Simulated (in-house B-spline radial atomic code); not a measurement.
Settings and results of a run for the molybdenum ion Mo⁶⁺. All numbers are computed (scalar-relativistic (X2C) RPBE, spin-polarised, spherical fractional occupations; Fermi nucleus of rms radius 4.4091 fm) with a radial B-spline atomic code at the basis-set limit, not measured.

Command:
```bash
python run_scf.py task.json out
```
Settings (nuclear radius in fm, mass in u):
```
Z                42
configuration    1s2 2s2 2p6 3s2 3p6 3d10 4s2 4p6
hamiltonian      x2c
method           rpbe,pbe
spin_polarised   True
nucleus          fermi
rms_radius       4.4091
atomic_mass      97.9054
speed_of_light   137.035999084
```

Output (hartree, bohr):
```
 radial grid: 67 intervals, B-splines of order 8, outer radius 15.5224 bohr

 iter        energy (Eh)    residual
    1       -4035.422852    4.48e-01
    2       -4039.000186    3.06e-01
    3       -4040.365523    5.50e-02
    4       -4040.426534    1.67e-02
    5       -4040.429559    5.91e-03
    6       -4040.430342    9.97e-04
    7       -4040.430350    4.43e-05
    8       -4040.430350    1.79e-06
    9       -4040.430350    4.20e-08

 total energy                     -4040.43035
 kinetic                            4190.1879
 electron-nucleus                  -9649.4262
 Hartree                            1540.7266
 exchange-correlation               -121.9186

 orbital      occ     eigenvalue          <r>       <r^2>       <1/r>       r_max
 1s up      1.000      -730.5881    0.0346682  0.00163285     44.9878     0.02228
 1s down    1.000      -730.5881    0.0346682  0.00163285     44.9878     0.02228
 2s up      1.000      -105.9511     0.153294   0.0277647     10.0668      0.1295
 2s down    1.000      -105.9511     0.153294   0.0277647     10.0668      0.1295
 2p up      3.000       -95.0645      0.13375   0.0218741      9.5605      0.1034
 2p down    3.000       -95.0645      0.13375   0.0218741      9.5605      0.1034
 3s up      1.000       -20.6417     0.428202    0.210157     3.42222      0.3836
 3s down    1.000       -20.6417     0.428202    0.210157     3.42222      0.3836
 3p up      3.000       -17.0709     0.429791    0.215031     3.21555       0.377
 3p down    3.000       -17.0709     0.429791    0.215031     3.21555       0.377
 3d up      5.000       -11.2636      0.41402    0.205983     2.97528      0.3222
 3d down    5.000       -11.2636      0.41402    0.205983     2.97528      0.3222
 4s up      1.000        -5.3138      1.06489     1.27691     1.28974      0.9751
 4s down    1.000        -5.3138      1.06489     1.27691     1.28974      0.9751
 4p up      3.000        -4.3041      1.15343     1.50737     1.16563       1.043
 4p down    3.000        -4.3041      1.15343     1.50737     1.16563       1.043
```

Time taken, with all properties: 0.2 s on 1 thread of Arm Neoverse N1, on a shared host.

One-electron X2C: radii and densities carry no picture-change correction, so inner-shell <1/r> comes out high (for 1s by about 2 % at Z = 33, 5 % at 54, 10 % at 75, 30 % at 118) and <r> low.
